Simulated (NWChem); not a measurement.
Species: C2H5FSi; SMILES F/C=C\[SiH3]

Results from NWChem. Pople sets run with spherical d functions. Each level has its own optimisation; frequencies are unscaled. Brackets give each atom's bonded neighbours.

For level B3LYP/6-31G*:

```
Quantity       Result
-------------  ------
lowest (cm⁻¹)      55
```

How do the values read with level PBE0/def2-SVP instead?


- lowest (cm⁻¹) = 43
